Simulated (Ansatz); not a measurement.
`CC(Cl)B(F)F` + H₂O → `OB(F)F` + `CCCl`  (formal hydrolysis of a B–C bond)

Isolated molecules relaxed with PBE0-D4/def2-TZVP in Ansatz; ΔE leaves out vibrations. CBS: MP2 limit from def2 TZ/QZ plus the TZ coupled-cluster correction, frozen cores. This one scheme is used for every species. Functionals use def2-TZVPP. B3LYP here is the variant with VWN-RPA as its local correlation; programs differ in this. HSE06 is defined as in plane-wave codes. One conformer a species, not always the lowest.

| level | ΔE (kJ/mol) | difference from CCSD(T)/CBS |
| --- | --- | --- |
| LDA (SPW92) | -130.1 | -1.7 |
| PBE-D4 | -125.3 | 3.1 |
| revPBE-D4 | -122.4 | 6.0 |
| BLYP-D4 | -128.9 | -0.5 |
| r2SCAN-D4 | -133.9 | -5.5 |
| B97M-V | -137.3 | -8.9 |
| B3LYP-D4 | -133.7 | -5.3 |
| r2SCANh-D4 | -135.1 | -6.7 |
| r2SCAN0-D4 | -136.9 | -8.5 |
| CAM-B3LYP-D4 | -137.9 | -9.5 |
| ωB97X-V | -132.1 | -3.7 |
| ωB97M-V | -131.8 | -3.4 |
| B2PLYP | -138.2 | -9.8 |
| PBE-QIDH | -135.3 | -6.9 |
| PBE | -129.8 | -1.4 |
| revPBE | -130.7 | -2.3 |
| BLYP | -137.8 | -9.4 |
| r2SCAN | -135.2 | -6.8 |
| PBE0 | -134.5 | -6.1 |
| B3LYP | -140.9 | -12.5 |
| r2SCANh | -136.5 | -8.1 |
| r2SCAN0 | -138.4 | -10.0 |
| HSE06 | -134.5 | -6.1 |
| BHLYP | -146.2 | -17.8 |
| CAM-B3LYP | -142.2 | -13.8 |
| LC-ωPBE | -135.4 | -7.0 |
| RPA@PBE/def2-TZVPP | -127.6 | 0.8 |
| HF/def2-SVP | -161.6 | -33.2 |
| MP2/def2-SVP | -149.6 | -21.2 |
| CCSD/def2-SVP | -149.4 | -21.0 |
| CCSD(T)/def2-SVP | -147.3 | -18.9 |
| HF/def2-TZVPP | -155.5 | -27.1 |
| MP2/def2-TZVPP | -131.5 | -3.1 |
| SCS-MP2/def2-TZVPP | -134.9 | -6.5 |
| CCSD/def2-TZVPP | -134.9 | -6.5 |
| HF/def2-QZVPP | -155.6 | -27.2 |
| MP2/def2-QZVPP | -129.9 | -1.5 |
| SCS-MP2/def2-QZVPP | -133.5 | -5.1 |
| HF/CBS(def2) | -155.6 | -27.2 |
| MP2/CBS(def2) | -128.6 | -0.2 |
| CCSD(T)/CBS | -128.4 | 0 |

Q: What do rigid-rotor, harmonic-oscillator terms from PBE0-D4/def2-TZVP frequencies (298.15 K, 1 bar) make of the CCSD(T)/CBS value? (Estimate.)

A: The calculation gave: ΔZPE = +9.0 kJ/mol, ΔH = -124.4 kJ/mol, ΔS = 8 J/(mol·K), ΔG = -126.8 kJ/mol.

Largest T1 diagnostic among the species: 0.012.

From r2SCAN to r2SCAN0 (25 % exact exchange), in def2-TZVPP and without D4, ΔE moves by −3.3 kJ/mol. At CCSD(T), def2-SVP lies −18.9 kJ/mol from the extrapolated value and def2-TZVPP −2.9 kJ/mol.
